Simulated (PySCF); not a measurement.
Compound: ZnCl2(H2O)2 (singlet state).
Cartesian coordinates in Å at the PBE0-D3(BJ)/def2-SVP level; atoms count from 1:
```
atom  x, y, z in Å
Zn1    0.3910    0.0034    0.3190
Cl2    0.0213   -0.1138    2.4623
Cl3    1.9516    0.0317   -1.2213
O4    -0.5149    1.7098   -0.5151
H5     0.1759    1.9223   -1.1653
H6    -0.5997    2.4733    0.0703
O7    -0.6513   -1.7749   -0.1297
H8    -0.7639   -2.1384    0.7624
H9    -0.0763   -2.3828   -0.6137
```

The calculation used PySCF 2.14.0, PBE0-D3(BJ)/def2-SVP geometry optimisation, gas phase.

Masses are those of the commonest isotopes; rigid-rotor values at the optimised geometry. The values belong to one conformer.

What are A, B and C (MHz)?

Ia = 191.84, Ib = 386.93, Ic = 424.77 u·Å²; 505379 MHz·u·Å²/I gives A = 2634, B = 1306, C = 1190 MHz.

Classify the top.

An asymmetric top; Ray's κ = -0.839.

What does the inertial defect say?

Not planar: Δ = Ic − Ia − Ib = -154.01 u·Å². For a rigid frame Δ = −2 Σ m c², so Σ m c² = 77.00 u·Å² lies off the ab plane: 3.41 from hydrogen and 73.59 from heavier atoms. The atom farthest from that plane is 1.26 Å away.

Give the other two planar moments, Paa and Pbb, and the rms extents of the mass along the axes.

Paa = Σ m a² = (Ib + Ic − Ia)/2 = 309.93 and Pbb = Σ m b² = (Ia + Ic − Ib)/2 = 114.84 u·Å². With the mass M = 169.89 u, the rms extents √(P/M) along a, b and c are 1.35, 0.82, 0.67 Å.

Where do the levels up to J = 2 lie, in MHz?

Above 0(0,0):
J = 1: 1(0,1) 2496, 1(1,1) 3824, 1(1,0) 3940
J = 2: 2(0,2) 7480, 2(1,2) 8700, 2(1,1) 9049, 2(2,1) 13033, 2(2,0) 13041
The levels of one J sum to (2J + 1)J(J + 1)(A + B + C)/3.

Which types of transition are allowed, and where do some lines up to J = 4 fall?

The dipole components are |μa| = 0.41 D, |μb| = 0.29 D, |μc| = 2.80 D. Intensities carry the squares of the components, which stand as 0.02 : 0.01 : 1.00 (a : b : c). Some lines, for components of 0.1 D or more:

| type | branch | J(Ka,Kc) | MHz | lower level (cm⁻¹) |
| --- | --- | --- | --- | --- |
| a | Q | 3(1,2) ← 3(1,3) | 698 | 0.534 |
| c | Q | 3(1,3) ← 3(0,3) | 1069 | 0.498 |
| c | Q | 1(1,1) ← 1(0,1) | 1328 | 0.083 |
| b | Q | 2(1,1) ← 2(0,2) | 1568 | 0.250 |
| a | R | 1(0,1) ← 0(0,0) | 2496 | 0.000 |
| b | R | 2(0,2) ← 1(1,1) | 3656 | 0.128 |
| b | R | 3(1,2) ← 2(2,1) | 3673 | 0.435 |
| b | Q | 4(2,3) ← 4(1,4) | 4753 | 0.859 |
| b | R | 3(0,3) ← 2(1,2) | 6239 | 0.290 |
| c | R | 2(1,1) ← 1(0,1) | 6553 | 0.083 |
| b | Q | 4(3,1) ← 4(2,2) | 6850 | 1.021 |
| a | R | 3(0,3) ← 2(0,2) | 7459 | 0.250 |
| a | R | 3(2,1) ← 2(2,0) | 7517 | 0.435 |
| b | R | 4(0,4) ← 3(1,3) | 8843 | 0.534 |
| b | Q | 4(4,1) ← 4(3,2) | 9692 | 1.249 |
| a | R | 4(1,4) ← 3(1,3) | 9737 | 0.534 |
| a | R | 4(0,4) ← 3(0,3) | 9912 | 0.498 |
| b | R | 4(1,4) ← 3(0,3) | 10806 | 0.498 |
| b | R | 3(2,1) ← 2(1,2) | 11858 | 0.290 |
| b | R | 4(2,3) ← 3(1,2) | 13793 | 0.557 |
| c | R | 4(4,1) ← 3(3,1) | 19689 | 0.916 |
| b | R | 4(4,0) ← 3(3,1) | 19690 | 0.916 |

Not checked by PBE0-D3(BJ)/def2-SVP frequencies. These are rigid-rotor constants of the computed structure; measured ground-state constants (B0) also hold zero-point vibration. Quadrupole hyperfine structure (35Cl) is left out.
